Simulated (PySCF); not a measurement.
**Frontier levels across methods**

Compound: C₃BN₃.
Geometry (PBE0-D3(BJ)/def2-SVP, Å), atoms numbered from 1 in this order:
```xyz
7
C3BN3 angstrom
N     -0.195    2.672   -0.151
C     -0.107    1.516   -0.109
B      0.013   -0.007   -0.051
C      1.394   -0.661   -0.025
N      2.443   -1.158   -0.004
C     -1.246   -0.874   -0.020
N     -2.202   -1.532    0.004
```

Basis pcSseg-2 throughout (PySCF), one geometry. Isolated species at its PBE0-D3(BJ)/def2-SVP geometry, gas phase.

**Question.** How do the orbital energies and the gap change with the method?

**Answer.** 
```json
{"method": "B97-D", "kind": "GGA", "HOMO (eV)": "-9.56", "LUMO (eV)": "-5.92", "gap (eV)": "3.64", "SCF cycles": "15"}
{"method": "KT2", "kind": "GGA", "HOMO (eV)": "-9.58", "LUMO (eV)": "-6.04", "gap (eV)": "3.54", "SCF cycles": "15"}
{"method": "OPBE", "kind": "GGA", "HOMO (eV)": "-9.62", "LUMO (eV)": "-6.00", "gap (eV)": "3.63", "SCF cycles": "15"}
{"method": "BP86", "kind": "GGA", "HOMO (eV)": "-9.71", "LUMO (eV)": "-6.16", "gap (eV)": "3.56", "SCF cycles": "15"}
{"method": "B97-2", "kind": "global hybrid", "HOMO (eV)": "-10.72", "LUMO (eV)": "-5.29", "gap (eV)": "5.44", "SCF cycles": "13"}
{"method": "B3LYP", "kind": "global hybrid", "HOMO (eV)": "-10.74", "LUMO (eV)": "-5.46", "gap (eV)": "5.28", "SCF cycles": "13"}
{"method": "CAM-B3LYP", "kind": "range-separated hybrid", "HOMO (eV)": "-12.47", "LUMO (eV)": "-4.25", "gap (eV)": "8.22", "SCF cycles": "13"}
{"method": "LC-wPBE", "kind": "range-separated hybrid", "HOMO (eV)": "-13.99", "LUMO (eV)": "-3.20", "gap (eV)": "10.79", "SCF cycles": "13"}
```

The HOMO spans 4.43 eV, from B97-D down to LC-wPBE, and the gap runs from 3.54 eV (KT2) to 10.79 eV (LC-wPBE). Over the methods B97-D (0 %), KT2 (0 %), OPBE (0 %), BP86 (0 %), B97-2 (21 %), B3LYP (20 %), a straight line through the gap against the share of exact exchange rises by 0.86 eV for each 10 % (correlation coefficient 0.999). The dipole is below 0.03 D at every level.

The vertical ΔSCF ionisation energy at CAM-B3LYP/def2-SVPD is 13.54 eV; −ε(HOMO) comes closest to it with LC-wPBE (13.99 eV).
